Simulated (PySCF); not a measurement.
# EPR parameters of C4H6NSi

C₄H₆NSi (doublet state).
SMILES with atom numbers: `[NH2:1][Si@H:2]1[CH:3]=[C:4][CH:5]=[CH:6]1` (hydrogens: H7, H8 on N1; H9 on Si2; H10 on C3; H11 on C5; H12 on C6)

Geometry (GFN2-xTB, Å), atoms numbered from 1 in this order:
```
atom  x, y, z in Å
N1     2.0195    0.0930    0.6604
Si2    0.6660   -0.4960   -0.2309
C3    -0.7640   -0.9790    0.9809
C4    -1.8171   -0.3021    0.6058
C5    -1.7383    0.6226   -0.4985
C6    -0.5342    0.6962   -1.0885
H7     1.8546    0.7189    1.4328
H8     2.8379    0.3852    0.1515
H9     1.1395   -1.5849   -1.0802
H10   -0.7016   -1.6957    1.7763
H11   -2.6031    1.1958   -0.8019
H12   -0.3580    1.3453   -1.9339
```

The hyperfine couplings belong to this conformer and change with its torsions.

Computed with UKS B3LYP, pcH-1 on C H N Si, non-relativistic, mean-field spin-orbit, GIAO in PySCF. One conformer (not necessarily the lowest) at the GFN2-xTB geometry, without solvent, vibrations or thermal averaging. A GFN2-xTB geometry isn't a minimum of the functional, and hyperfine couplings can be far from their values at a DFT geometry. No stability test was run, so a lower SCF solution isn't excluded.

```json
{
 "g1, g2, g3": "2.00155, 2.00213, 2.00222",
 "g_iso": "2.00197",
 "Form of g": "close to axial: the two nearest values differ by 13 % of g3 − g1",
 "⟨S²⟩": "0.7600 (exact 0.7500)",
 "α and β electrons": "26, 25",
 "HOMO–LUMO gap, α and β orbitals": "4.42, 4.08 eV",
 "Total energy": "-500.21776 Eh",
 "Basis functions": "220"
}
```

Hyperfine couplings atom by atom, in 10⁻⁴ cm⁻¹; T1 to T3 are the principal values of the dipolar part (1 × 10⁻⁴ cm⁻¹ = 2.998 MHz):

```csv
atom,isotope,a_iso,of which spin–orbit,T1,T2,T3,Mulliken spin population
N1,14N,1.3,0.0,-0.1,-0.1,0.2,0.00
Si2,29Si,-41.1,0.1,-8.2,4.0,4.2,0.11
C3,13C,-3.1,0.0,-7.6,0.0,7.6,-0.12
C4,13C,121.0,0.0,-25.2,-18.7,43.9,0.93
C5,13C,15.1,0.0,-3.6,-1.5,5.1,-0.03
C6,13C,9.7,0.0,-1.6,0.2,1.4,0.05
H7,1H,0.1,0.0,-0.5,-0.2,0.7,0.00
H8,1H,3.6,0.0,-0.4,-0.2,0.6,0.00
H9,1H,2.8,0.0,-0.6,-0.4,1.0,0.00
H10,1H,27.2,0.0,-2.4,-1.7,4.1,0.03
H11,1H,7.0,0.0,-2.3,-1.8,4.0,0.01
H12,1H,1.7,0.0,-1.0,-0.7,1.7,0.00
```

The largest Mulliken spin populations are on C4 (+0.93), C3 (-0.12) and Si2 (+0.11). C4 is the only atom above +0.15.

Axes: g1 points within 12° of the C3–H10 bond.

Under fast tumbling the dipolar parts average out, and these isotropic splittings remain: 1 × 1H (H10, I = 1/2, 2 lines) with 2.91 mT, 1 × 1H (H11, I = 1/2, 2 lines) with 0.75 mT, 1 × 1H (H9, I = 1/2, 2 lines) with 0.30 mT, 2 × 1H (H7/H8, I = 1/2, 3 lines) with 0.19 mT, 1 × 1H (H12, I = 1/2, 2 lines) with 0.18 mT and 1 × 14N (N1, I = 1, 3 lines) with 0.14 mT.

Means are taken over nuclei equivalent by connectivity, which assumes that they swap fast. The 1H value of +5.4 MHz is a mean of couplings from 0.2 to 10.7 MHz in this one geometry, not an average over conformers.

The 13C coupling of C4 (362.9 MHz) shows only in satellite lines or after enrichment, since that isotope makes up about 1.07 % of natural carbon.

The 29Si coupling of Si2 (-123.3 MHz) shows only in satellite lines or after enrichment, since that isotope makes up about 4.7 % of natural silicon.

The spin density at the nucleus, in bohr⁻³, is negative for C3 (-0.0084), for instance. A restricted open-shell determinant has no negative spin density anywhere; here it arises because α and β orbitals differ (spin polarisation).
